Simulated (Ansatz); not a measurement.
Job for Ansatz (a quantum-chemistry and plane-wave program): R-RI-MP2/cc-pV(Q+d)Z on CH5AlFN (SMILES C[NH][AlH][F]). Files ending in .json are basis or fitting sets from the Basis Set Exchange.

Ansatz 0.2 input:
```yaml
crystal:
  periodic: [false, false, false]
  atoms:
    - {symbol: C, position_ang: [-1.24356505, 0.10160790, 0.35605060]}
    - {symbol: N, position_ang: [-0.10739948, -0.00349986, -0.55061414]}
    - {symbol: Al, position_ang: [1.59746338, -0.12341016, -0.12546666]}
    - {symbol: F, position_ang: [2.69645470, -0.23260759, -1.36141457]}
    - {symbol: H, position_ang: [-1.93920585, -0.73639218, 0.24439388]}
    - {symbol: H, position_ang: [-0.89493239, 0.09756059, 1.39064282]}
    - {symbol: H, position_ang: [-1.80618080, 1.02882066, 0.20646943]}
    - {symbol: H, position_ang: [-0.39175874, -0.00270975, -1.51963856]}
    - {symbol: H, position_ang: [2.08912422, -0.12936963, 1.35957719]}
basis:
  gaussian:
    orbitals: cc-pV_Q+d_Z.json
    fitting: {mean_field: def2-universal-JKFIT, correlation: cc-pVQZ-RIFIT.json}
magnetization: {spin_polarized: false}
correlation: {method: mp2, electrons: outside_noble_gas}
scf: {lower_state_search: off}
```

The head of its log:

```
WARN ansatz: RAYON_NUM_THREADS=1 ignored (pool sized by the plan → 1); use --threads N
Functional definition: HF
these checks for a lower state are left out or cut short: stability, starts, cluster_reference, orbital_swaps, neighbouring_geometries, increment
integrals: 0.50 GiB planned
447 factors; integrals over basis functions are off by at most 6.6e0 eV
mean field: 0.80 GiB planned
mean field evaluation 1: about -11881.4870 eV, gradient 4.6e1 eV
mean field evaluation 2: about -11884.4236 eV, gradient 3.0e1 eV
mean field evaluation 4: about -11885.8484 eV, gradient 6.3e-1 eV
mean field -11885.85033447 eV, -436.7969432731 hartree, gradient 1.0e-6 eV, S^2 0.000000; 0 other end points of the search recorded, 0 dependent functions left out
8 core orbitals not correlated
829 factors; their error is unknown
reference -11885.85033447 eV, -436.7969432731 hartree; 12, 12 occupied and 359, 359 virtual orbitals, 829 factors
```

**Question.** What total energy does the run end on?

**Answer.** -437.5758 hartree.
